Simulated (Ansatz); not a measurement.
Ideal-gas functions of C$_{2}$H$_{4}$N$_{2}$Si (`N=C1N=C[SiH2]1`) at 500 K and 1 bar, from an Ansatz frequency run at PBE0-D4/def2-TZVP.

Molar mass 84.15 g/mol, point group Cs (symmetry number 1), electronic degeneracy 1, moments of inertia 68.988, 119.743, 182.813 u Å². Harmonic wavenumbers (cm⁻¹, unscaled): 186, 339, 361, 565, 599, 616, 682, 743, 817, 901, 947, 955, 969, 1232, 1287, 1572, 1778, 2221, 2234, 3164, 3431.

Use S(trans) = R[1.5 ln M + 2.5 ln T − 1.1517]; rotational temperatures θ = 24.2544 K / I; S(rot) = R[ln(√π/σ · √(T³/θAθBθC)) + 1.5]; for each mode x = 1.438777 ν̃/T, S = R[x/(eˣ − 1) − ln(1 − e⁻ˣ)] and H = RT x/(eˣ − 1); 1 cm⁻¹ = 0.0119627 kJ/mol; R = 8.31446 J/(mol·K).

Problem. By hand: the entropy, in J/(mol·K).

Solution. Translation 174.9. Rotation: θ = 0.3516, 0.2026, 0.1327 K, giving 114.1. Vibration, mode by mode: 13.61, 8.84, 8.36, 5.13, 4.75, 4.56, 3.93, 3.42, 2.89, 2.39, 2.15, 2.11, 2.05, 1.12, 0.99, 0.50, 0.31, 0.10, 0.10, 0.01, 0.00, in all 67.3. Electronic 0.0. Sum 356.3 J/(mol·K).

Problem. By hand: H − E and G − E in kJ/mol, counted from the electronic energy.

Solution. Zero-point energy ½ × 25599 × 0.0119627 = 153.1; thermal vibration 20.7; translation, rotation and pV give 4 RT = 16.6. H − E = 190.4 kJ/mol, and G − E = 190.4 − 500 × 356.3/1000 = 12.2 kJ/mol.

Vibration gives 19 % of the entropy. The sum counts one conformer and one mirror image; others add a mixing term.
